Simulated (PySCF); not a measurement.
Excitations are Tamm–Dancoff values on a coarser integration grid. The basis has no diffuse functions, so Rydberg states are missing or too high.

Z-matrix (Å, degrees):
```
C
H 1 1.0901
H 1 1.0927 2 109.94
H 1 1.0970 2 108.08 3 115.66
B 1 1.5573 2 112.98 4 119.48
Cl 5 1.7516 1 121.83 2 -14.95
Cl 5 1.7537 1 120.61 2 166.55
```
Charge 0, multiplicity 1.

Problem. Predict the HOMO–LUMO gap, T1 excitation (TDA), dipole moment, HOMO, S1–T1 gap (TDA), total energy, S1 excitation (TDA) and LUMO from PySCF with ωB97X-D3(BJ)/def2-TZVP.

Solution. 
| Quantity | Result |
|---|---|
| HOMO–LUMO gap | 12.45 eV |
| T1 excitation (TDA) | 6.14 eV |
| dipole moment | 1.45 D |
| HOMO | -11.45 eV |
| S1–T1 gap (TDA) | 0.32 eV |
| total energy | -985.3622 Ha |
| S1 excitation (TDA) | 6.46 eV |
| LUMO | 1.00 eV |
